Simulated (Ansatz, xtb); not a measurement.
**Relative energy of two isomers of C5H3FN2**

Structure X: `C#Cc1c[nH]nc1F`, a singlet. Structure Y: `C#Cc1cc(F)n[nH]1`, a singlet. Both are isolated molecules in the gas phase, relaxed with r2SCAN-D4/def2-SVP.

Estimate E(Y) − E(X) at the level CCSD(T)/def2-SVP + ΔMP2/def2-TZVPP.

CCSD(T)/def2-SVP + ΔMP2/def2-TZVPP gives E(Y) − E(X) = −0.34 kcal/mol, slightly favouring structure Y, which is too small a margin to settle the true order.

The same difference at several levels:

```tsv
level	geometry	E(Y) − E(X) (kcal/mol)	departure from the last row (kcal/mol)	job, with rough time for the two
GFN2-xTB	GFN2-xTB	−1.86	−1.51	optimisation, 0.1 s
HF/STO-3G	GFN2-xTB	+0.55	+0.89	single point, 0.4 s
r2SCAN-D4/def2-SVP//GFN2-xTB	GFN2-xTB	−0.61	−0.27	single point, 3.8 s
r2SCAN-D4/def2-SVP	r2SCAN-D4/def2-SVP	−0.56	−0.22	optimisation, 36 s
HF/def2-SVP	r2SCAN-D4/def2-SVP	+1.28	+1.62	part of the CCSD(T) run
MP2/def2-SVP	r2SCAN-D4/def2-SVP	−0.63	−0.29	part of the CCSD(T) run
CCSD(T)/def2-SVP	r2SCAN-D4/def2-SVP	+0.32	+0.67	single point
CCSD(T)/def2-SVP + ΔMP2/def2-TZVPP	r2SCAN-D4/def2-SVP	−0.34		single point, 80 s
```

As drawn, both hold the same kinds of bond in the same numbers.

The largest departure from CCSD(T)/def2-SVP + ΔMP2/def2-TZVPP is that of HF/def2-SVP, 1.62 kcal/mol. The last row adds to CCSD(T) the change of the MP2 difference between the two basis sets, here −0.67 kcal/mol.

With thermal terms from frequencies at re-optimised GFN2-xTB minima (ideal gas, soft modes damped towards free rotors, one conformer each, 298.15 K, 1 atm): on the last row, ΔE + ΔZPE = −0.34, ΔH = −0.35, ΔG = −0.31 kcal/mol.

The correlated steps freeze 8 core orbitals. Programs: Ansatz 0.2.0, xtb 6.7.1; the last row on 2 threads of Arm Neoverse V2 on a shared host.
